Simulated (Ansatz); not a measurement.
Stretching the Si1–N2 bond in SiN (multiplicity 2 held). Energies count from the point at 1.567 Å.


R- and RO- levels are restricted; in cc, def2 and unpolarised 6-31G sets they are followed outwards from rest. Unrestricted levels (U-) break spin symmetry where that is lower. Curves can end on different states.

Cores are frozen in the correlated methods.

Run with Ansatz (an electronic-structure program) with Gaussian orbitals. Values without a source in brackets are computed.

Energies in eV.

| R (Å) | RO-HF/cc-pV(D+d)Z | U-HF/cc-pV(D+d)Z | U-MP2/cc-pV(D+d)Z | U-SCS-MP2/cc-pV(D+d)Z |
|---|---|---|---|---|
| 1.254 | 5.77 | 4.33 | 4.18 | 4.21 |
| 1.411 | 1.28 | 0.86 | 0.46 | 0.52 |
| 1.567 | 0.00 | 0.00 | 0.00 | 0.00 |
| 1.724 | 0.24 | -0.16 | 0.33 | 0.32 |
| 1.881 | 1.14 | 0.10 | 0.82 | 0.80 |
| 2.116 | 2.85 | 0.74 | 1.65 | 1.62 |
| 2.351 | 4.54 | 1.05 | 2.81 | 2.84 |
| 2.743 | 6.95 | 1.08 | 2.96 | 2.96 |
| 3.135 | 8.80 | 1.06 | 2.98 | 2.97 |
| 3.605 | 10.45 | 1.05 | 3.00 | 2.98 |
| 4.232 | 11.97 | 1.05 | 3.01 | 2.99 |
| 5.016 | 13.13 | 1.06 | 3.02 | 3.00 |
| 6.270 | 14.03 | 1.06 | 3.02 | 3.00 |

Doubts at one or more of the structures used: a restricted determinant that unrestricted orbitals would lower (RO-HF/cc-pV(D+d)Z); a spin-contaminated determinant (U-HF/cc-pV(D+d)Z, U-MP2/cc-pV(D+d)Z, U-SCS-MP2/cc-pV(D+d)Z).
